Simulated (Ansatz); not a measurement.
A CCSD(T) single point on CH$_{5}$AlSSi.

```yaml
crystal:
  periodic: [false, false, false]
  atoms:
    - {symbol: Al, position_ang: [-0.958123, 1.426135, -1.068305]}
    - {symbol: C, position_ang: [0.232495, 0.115968, -0.187705]}
    - {symbol: Si, position_ang: [0.580734, -1.260251, 1.020160]}
    - {symbol: S, position_ang: [1.325030, 0.813260, -1.196474]}
    - {symbol: H, position_ang: [-1.807931, 0.899025, -2.293652]}
    - {symbol: H, position_ang: [-1.187286, 2.795448, -0.310683]}
    - {symbol: H, position_ang: [2.001943, -1.691944, 0.989584]}
    - {symbol: H, position_ang: [-0.315754, -2.389171, 0.660841]}
    - {symbol: H, position_ang: [0.217392, -0.754771, 2.369135]}
basis:
  gaussian: {orbitals: def2-SVP}
correlation: {method: ccsd_t}
```

```sh
$ ansatz run in.yaml --threads 2 --pin off --events-out ev --progress --plain --max-ram 4352MiB
```

Log, shortened:

```
Functional definition: HF
887 factors; integrals over basis functions are off by at most 1.2e-3 eV
mean field evaluation 1: about -26360.8855 eV, gradient 1.6e1 eV
mean field evaluation 2: about -26360.8927 eV, gradient 1.6e1 eV
mean field evaluation 4: about -26362.2979 eV, gradient 3.0e0 eV
mean field evaluation 8: about -26362.3306 eV, gradient 7.2e-4 eV
mean field -26362.33061280 eV, -968.7977809908 hartree, gradient 1.8e-6 eV, S^2 0.000000; 0 other end points of the search recorded, 0 dependent functions left out; unrestricted orbitals would lower it
16 core orbitals not correlated: weight in the atoms' cores, before any rotation towards them, 1.000 or more for the frozen orbitals, at most 0.000 for the correlated occupied ones
reference -26362.33061280 eV, -968.7977809908 hartree; 11, 11 occupied and 66, 66 virtual orbitals, 887 factors
second order -11.52721833 eV of doubles, -0.00000000 eV of singles
cycle   1  -12.38800630 eV  change   -8.6e-1 eV  update   1.1e-1
cycle   2  -12.89291961 eV  change   -5.0e-1 eV  update   3.7e-2
cycle   3  -13.02027281 eV  change   -1.3e-1 eV  update   2.2e-2
cycle   4  -13.01277998 eV  change    7.5e-3 eV  update   7.4e-3
cycle   5  -13.01121215 eV  change    1.6e-3 eV  update   2.9e-3
cycle   6  -13.01104802 eV  change    1.6e-4 eV  update   9.0e-4
cycle   7  -13.01102407 eV  change    2.4e-5 eV  update   3.4e-4
cycle   8  -13.01114487 eV  change   -1.2e-4 eV  update   1.3e-4
cycle   9  -13.01114898 eV  change   -4.1e-6 eV  update   5.9e-5
cycle  10  -13.01113635 eV  change    1.3e-5 eV  update   2.0e-5
perturbative correction -0.49435380 eV, -0.0181671670 hartree
Total energy: -26375.83610295 eV, -969.2940985995 hartree
```

It took 3.5 s on 2 threads of an Arm Neoverse V1 on a shared host, with 0.42 GiB of host memory at the peak.

MP2 recovers 85.4 % of the CCSD(T) correlation energy and the triples give 3.7 %; T1 = 0.0195.
